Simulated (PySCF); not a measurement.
Constitutional and geometric isomers with formula C2H4BN. All species are isolated molecules in the gas phase. One relaxed conformer stands for each flexible species; it need not be the lowest. Strings in code marks are SMILES.

The LUMO from two functionals at the same geometries (CAM-B3LYP-D3(BJ)/def2-TZVP), both in PySCF: PBE-D3(BJ)/def2-TZVP and CAM-B3LYP-D3(BJ)/def2-TZVP. 

```tsv
species	PBE-D3(BJ)/def2-TZVP (eV)
`BN=C=C`	-2.10
`[H]/N=C\C=B`	-3.13
`CBC#N`	-3.64
`CB=C=N`	-3.74
`[H]/N=C\B=C`	-2.53
`C(#CN)B`	-2.04
```

Problem. What does CAM-B3LYP-D3(BJ)/def2-TZVP give for each?

Solution. 
- `BN=C=C`: -0.17
- `[H]/N=C\C=B`: -1.04
- `CBC#N`: -1.53
- `CB=C=N`: -1.55
- `[H]/N=C\B=C`: -0.44
- `C(#CN)B`: -0.11
Over these rows, drawn at random from the members with no instability flagged (it was tested for open shells, ions and some series alone), PBE minus CAM-B3LYP-D3(BJ): mean -2.06 eV, from -2.19 eV to -1.93 eV.
